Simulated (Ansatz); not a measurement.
Be₅Se₄⁺, relaxed as a doublet with UKS r2SCAN-D4/def2-SVP in Ansatz, starting from the GFN2-xTB geometry. Force threshold 0.02 eV/Å.

The relaxation made no stability test and no search for a lower SCF solution. The structure comes from a short search, and lower isomers may exist.

Start:

```csv
atom,x (Å),y (Å),z (Å)
Be1,-2.041,1.046,0.920
Be2,-0.470,-1.927,2.647
Be3,1.980,-0.293,-1.666
Be4,-0.272,2.047,-2.041
Be5,1.147,-2.448,1.561
Se6,-1.741,2.195,-0.697
Se7,1.379,1.250,-2.844
Se8,1.771,-1.485,-0.126
Se9,-1.752,-0.386,2.245
```

| step | energy (eV) | largest force component (eV/Å) | SCF passes |
| --- | --- | --- | --- |
| 1 | -263367.6564 | 1.295 | 64 |
| 2 | -263368.5584 | 0.837 | 39 |
| 3 | -263369.1060 | 0.503 | 33 |
| 4 | -263369.4051 | 0.444 | 33 |
| 5 | -263369.6370 | 0.378 | 33 |
| 6 | -263369.8298 | 0.253 | 33 |
| 7 | -263369.9689 | 0.208 | 38 |
| 8 | -263370.0441 | 0.248 | 43 |
| 9 | -263370.0763 | 0.139 | 39 |
| 10 (rejected) | -263370.0651 | 0.391 | 31 |
| 11 | -263370.0829 | 0.014 | 28 |
| 12 | -263370.0837 | 0.008 | 28 |
| 13 | -263370.0839 | 0.004 | 28 |
| 14 | -263370.0840 | 0.007 | 28 |

Force components are those of the run's own axes.

End:

```tsv
atom	x (Å)	y (Å)	z (Å)
Be1	-2.084	0.979	1.036
Be2	-0.553	-1.134	1.862
Be3	1.992	-0.533	-1.448
Be4	-0.294	1.506	-1.386
Be5	1.128	-1.773	0.826
Se6	-1.985	2.272	-0.546
Se7	1.325	1.062	-2.543
Se8	2.730	-2.124	-0.434
Se9	-2.258	-0.255	2.633
```

By distances, no bond broke or formed. The bond that changes most is Be3–Se8, from 1.96 to 2.03 Å (atoms count from 1). The end is the same structure that another start reached.

The force fell under the threshold at step 11, but the optimiser went on. No frequencies were taken in this run, so the end may be a saddle point.

Hardware: 4 threads of Intel Xeon 6975P-C on a shared host. Wall time 64 s.
